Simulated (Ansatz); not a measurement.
Isolated molecules relaxed with PBE0-D4/def2-TZVP in Ansatz; ΔE leaves out vibrations. CBS: MP2 limit from def2 TZ/QZ plus the TZ coupled-cluster correction, frozen cores. DFT in def2-TZVPP. HSE06 is defined as in plane-wave codes. def2 core potentials past Kr. For Ge, Se, Sn outer-core shells are correlated without core-valence functions, which leaves a few kJ/mol of doubt a bond. Scalar relativity is left out up to krypton. One conformer a species, not always the lowest.

Reaction (formal exchange of groups at the Se–Ge bond): `[GeH3][SeH]` + `C[O][SnH3]` → `C[O][SnH2][SeH]` + GeH₄

```tsv
level	ΔE (kJ/mol)
r2SCAN0-D4	-32.2
BHLYP-D4	-32.9
r2SCANh	-32.4
r2SCAN0	-31.2
HSE06	-29.9
BHLYP	-29.2
CCSD/def2-SVP	-34.6
SCS-MP2/def2-TZVPP	-30.1
```

**Question.** What does CCSD(T)/CBS give? (An estimate is asked.)

**Answer.** Computed: -38.6 kJ/mol. The listed levels differ from it by 6.4, 5.7, 6.2, 7.4, 8.7, 9.4, 4.0, 8.5 kJ/mol.

Largest T1 diagnostic among the species: 0.013.

Leaving LDA and LC-ωPBE aside and taking each functional with its dispersion term where it has one, the values, not all of them listed here, spread over 5.3 kJ/mol, from BLYP-D4 to B97M-V. In def2-TZVPP, CCSD(T) changes the Hartree–Fock value by −3.4 kJ/mol (the triples alone add −1.5 kJ/mol) and MP2 by −6.1 kJ/mol. At CCSD(T), def2-SVP lies +3.0 kJ/mol from the extrapolated value and def2-TZVPP +8.9 kJ/mol.
